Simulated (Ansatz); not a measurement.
`N#[C][InH2]` + CH₃OH → `C[O][InH2]` + `C#N` at 700 K and 1 bar (ligand exchange at the In–C bond).

Isolated molecules relaxed with PBE0-D4/def2-TZVP in Ansatz; ΔE leaves out vibrations. CCSD(T)/CBS adds triple-zeta CCSD(T) − MP2 to the extrapolated MP2 energy (def2 sets, frozen cores). This one scheme is used for every species. def2 core potentials past Kr. For In outer-core shells are correlated without core-valence functions, which leaves a few kJ/mol of doubt a bond.

| species | CCSD(T)/CBS energy (Eh) | H − E (kJ/mol) | S (J/(mol·K)) |
| --- | --- | --- | --- |
| `N#[C][InH2]` | -283.72690 | 97.9 | 360.6 |
| CH₃OH | -115.61712 | 170.8 | 288.5 |
| `C[O][InH2]` | -306.01914 | 198.3 | 404.9 |
| `C#N` | -93.32098 | 68.7 | 235.2 |

H − E and S are ideal-gas, rigid-rotor, harmonic terms from PBE0-D4/def2-TZVP. 1 Eh = 2625.50 kJ/mol, R = 8.31446 J/(mol·K).

Problem. By hand: ΔE, ΔH, ΔS and ΔG.

Solution. ΔE = (-306.01914) + (-93.32098) − (-283.72690) − (-115.61712) = 0.00390 Eh = 10.2 kJ/mol. Δ(H − E) = 198.3 + 68.7 − 97.9 − 170.8 = -1.7, so ΔH = 8.5 kJ/mol. ΔS = 404.9 + 235.2 − 360.6 − 288.5 = -9.0 J/(mol·K). ΔG = 8.5 − 700 × (-9.0)/1000 = 14.8 kJ/mol.

Problem. By hand: the equilibrium constant, and the temperature at which ΔG would vanish if ΔH and ΔS stayed fixed.

Solution. log₁₀ K = −ΔG/(RT ln 10) = -1.1. ΔH and −TΔS have one sign here, so there is no such temperature.

TΔS isn't small against ΔH here. A doubt of 5 kJ/mol in ΔE shifts log₁₀ K by 0.4 here. These are equilibria of isolated gas molecules and say nothing of rates. Largest T1 diagnostic: 0.017 (customary marks: 0.02 for closed shells, 0.045 for open ones).
